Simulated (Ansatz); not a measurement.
Task: Name a neutral molecule of F, S, Si and H with HOMO energy (PBE/def2-TZVPP) between -6.95 and -6.65 eV and HOMO–LUMO gap (PBE/def2-TZVPP) between 5.15 and 5.45 eV (Ansatz, PBE0-D4/def2-TZVP geometry).

Result: `F[SiH]([SiH3])S` (-6.67 eV, 5.39 eV). Other molecules can fit too; these were computed, each in one conformer that needn't be the lowest.
